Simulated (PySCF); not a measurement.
La²⁺ (lanthanum, charge +2) across methods

[Xe] 6p1, 2P determinant (an excited configuration). Computed with PySCF 2.14 in x2c-QZVPPall (16s10p9d6f2g, 151 functions), with scalar relativity by spin-free X2C-1e.

```json
{"method": "r2SCAN", "E (hartree)": "-8491.70", "mean ε 5p α (eV)": "-38.617", "mean ε 5p β (eV)": "-38.584", "mean ε 6p α (eV)": "-11.925", "Σ⟨r²⟩ (bohr²)": "60.36", "⟨S²⟩": "0.750"}
{"method": "PBE0", "E (hartree)": "-8491.37", "mean ε 5p α (eV)": "-39.870", "mean ε 5p β (eV)": "-39.768", "mean ε 6p α (eV)": "-12.396", "Σ⟨r²⟩ (bohr²)": "60.24", "⟨S²⟩": "0.750"}
{"method": "UHF", "E (hartree)": "-8488.58083", "mean ε 5p α (eV)": "-44.076", "mean ε 5p β (eV)": "-43.920", "mean ε 6p α (eV)": "-13.197", "Σ⟨r²⟩ (bohr²)": "62.19", "⟨S²⟩": "0.750"}
{"method": "LDA", "E (hartree)": "-8484.52", "mean ε 5p α (eV)": "-38.232", "mean ε 5p β (eV)": "-38.142", "mean ε 6p α (eV)": "-11.934", "Σ⟨r²⟩ (bohr²)": "59.73", "⟨S²⟩": "0.750"}
```

Task: Estimate the same row for PBE.

Result: E (hartree) = -8491.31; mean ε 5p α (eV) = -38.062; mean ε 5p β (eV) = -37.974; mean ε 6p α (eV) = -11.974; Σ⟨r²⟩ (bohr²) = 59.92; ⟨S²⟩ = 0.750.

Spin-orbit coupling, absent here, splits the open shell strongly.
